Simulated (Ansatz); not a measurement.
Consider the formal exchange of groups at a C–O bond: `CC(C)[O][Ge][F]` + `[OH][MgH]` → `C[CH](C)[Mg][OH]` + `[OH][Ge][F]`.

Program: Ansatz. Geometries: PBE0-D4/def2-TZVP. ΔE: electronic, gas phase. CCSD(T)/CBS adds triple-zeta CCSD(T) − MP2 to the extrapolated MP2 energy (def2 sets, frozen cores). For Ge, Mg outer-core shells are correlated without core-valence functions, which leaves a few kJ/mol of doubt a bond. Scalar relativity is left out up to krypton. One conformer a species, not always the lowest.

`CC(C)[O][Ge][F]`:

```xyz
13

C    -1.136    0.468    0.632
C     0.125   -0.371    0.573
C     1.320    0.407    0.058
O    -0.084   -1.551   -0.200
Ge   -0.489   -1.864   -1.884
F    -0.597   -0.210   -2.515
H    -1.977   -0.132    0.988
H    -1.000    1.305    1.322
H    -1.378    0.869   -0.354
H     0.352   -0.735    1.582
H     1.543    1.243    0.726
H     2.202   -0.235    0.011
H     1.119    0.806   -0.938
```

`[OH][MgH]`:

```xyz
4

O    -0.692   -0.009   -0.811
Mg    0.451    0.006    0.527
H    -1.308   -0.016   -1.529
H     1.550    0.019    1.813
```

`C[CH](C)[Mg][OH]`:

Cartesian coordinates in Å:
```
C 0.766 1.384 -0.231
C 0.018 0.085 -0.526
C 0.997 -1.083 -0.624
Mg -1.563 -0.277 0.818
O -2.896 -0.580 1.935
H 0.111 2.261 -0.242
H 1.256 1.361 0.749
H 1.560 1.568 -0.970
H -0.462 0.197 -1.509
H 0.512 -2.017 -0.924
H 1.503 -1.274 0.329
H 1.790 -0.883 -1.360
H -3.592 -0.743 2.555
```

`[OH][Ge][F]`:

Cartesian coordinates in Å:
```
O -0.836 0.379 -0.549
Ge 0.530 0.902 0.449
F 1.192 -0.704 0.769
H -0.887 -0.577 -0.668
```

| species | HF/CBS(def2) energy (Eh) |
| --- | --- |
| `CC(C)[O][Ge][F]` | -2367.60044 |
| `[OH][MgH]` | -275.70977 |
| `C[CH](C)[Mg][OH]` | -392.85377 |
| `[OH][Ge][F]` | -2250.45920 |

Task: Work out ΔE.

Result: ΔE = (-392.85377) + (-2250.45920) − (-2367.60044) − (-275.70977) = -0.00276 Eh = -7.2 kJ/mol. CCSD(T)/CBS gives -27.4 kJ/mol.

Largest T1 diagnostic among the species: 0.015.

From PBE to PBE0 (25 % exact exchange), in def2-TZVPP and without D4, ΔE moves by +3.4 kJ/mol. In def2-TZVPP, CCSD(T) changes the Hartree–Fock value by −14.9 kJ/mol (the triples alone add +0.2 kJ/mol) and MP2 by −23.2 kJ/mol. The D4 term adds +11.4 kJ/mol with B3LYP and +6.2 kJ/mol with PBE0; it sums over pairs of atoms, weighted by their polarisabilities, and B3LYP, whose exchange is more repulsive, gets the larger term.

B3LYP here is the variant with VWN-RPA as its local correlation; programs differ in this.
